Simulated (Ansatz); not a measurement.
(1) Predict a relaxed structure of BeMe(NH2) (CH₅BeN), charge 0, singlet, at r2SCAN-D4/def2-TZVP (Ansatz).

Answers

(1) 
```xyz
8

Be   -0.259    0.024    0.121
C     1.265   -0.161   -0.577
H     1.535   -1.209   -0.740
H     2.055    0.279    0.041
H     1.327    0.337   -1.551
N    -1.622    0.199    0.742
H    -1.823    0.170    1.729
H    -2.478    0.361    0.235
```
 This is one stationary point.
